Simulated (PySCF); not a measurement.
Species: 2-(methylthio)pyridine, C6H7NS.
Atom-mapped SMILES: `[CH3:1][S:2][c:3]1[cH:4][cH:5][cH:6][cH:7][n:8]1`

Definitions: NICS(0) = −σiso at the ring centroid; NICS(1) = −σiso and NICS(1)zz = −σzz at ±1 Å along the ring normal z. Level: GIAO PBE0/pcSseg-1 (PySCF, non-relativistic, gas phase) on the GFN2-xTB geometry, one conformer.

Ring bond lengths (Å), with Mayer bond orders in brackets: C3–C4 1.396 (1.28), C4–C5 1.379 (1.48), C5–C6 1.391 (1.39), C6–C7 1.383 (1.42), C7–N8 1.323 (1.48), N8–C3 1.322 (1.43).

Q: Give the NICS values of each ring in ppm.

A: 
```tsv
ring	type	NICS(0)	NICS(1), two faces	NICS(1)zz, two faces	rms pucker (Å)	centre to ring atoms, mean (Å)
C3–C4–C5–C6–C7–N8	6-membered ring with N; formal bonds all aromatic	-6.2	-10.1 / -10.1	-24.8 / -24.8	0.00	1.37
```

Q: What do they say, and how far can they be read as aromaticity?

A: 
- C3–C4–C5–C6–C7–N8: mean NICS(1)zz -24.8 ppm, shielded. For a flat ring without four-coordinate atoms the NICS criterion counts such a value as aromatic.

Q: What does the geometric index give? HOMA = 1 − mean of α(R − Ropt)² over the ring bonds, with Krygowski's 1993 parameters (CC: Ropt 1.388 Å, α 257.7 Å⁻²; CN: Ropt 1.334 Å, α 93.52 Å⁻²).

A: 
- C3–C4–C5–C6–C7–N8: HOMA 0.99; the largest term is that of C4–C5, α(R − Ropt)² = 0.02. The geometric and the magnetic index point the same way.

Q: How shielded are the nuclei of the rings and their hydrogens (means over atoms taken as equivalent)?

A: 
```
  atoms                          environment  σ isotropic (ppm)  principal values of the symmetric part, first atom (ppm)
     C3          substituted aromatic carbon               17.7                                        -66.2, -9.5, 128.6
     C4                   aromatic CH carbon               61.0                                        -45.9, 60.9, 168.1
     C5                   aromatic CH carbon               45.9                                        -67.5, 25.1, 180.0
     C6                   aromatic CH carbon               64.8                                        -44.6, 61.3, 177.8
     C7  aromatic CH next to a ring nitrogen               31.6                                        -77.0, 27.8, 144.2
     N8               pyridine-type nitrogen              -68.3                                     -348.3, -149.3, 292.7
H on C4                    aromatic hydrogen              24.34                                          20.4, 23.1, 29.6
H on C5                    aromatic hydrogen              24.02                                          20.9, 24.3, 26.9
H on C6                    aromatic hydrogen              24.75                                          22.1, 24.7, 27.4
H on C7                    aromatic hydrogen              23.02                                          18.7, 23.5, 26.9
```

Shape of the structure used: `[CH3:1][S:2][c:3]1[cH:4][cH:5][cH:6][cH:7][n:8]1`: C1–S2–C3–C4 180°.
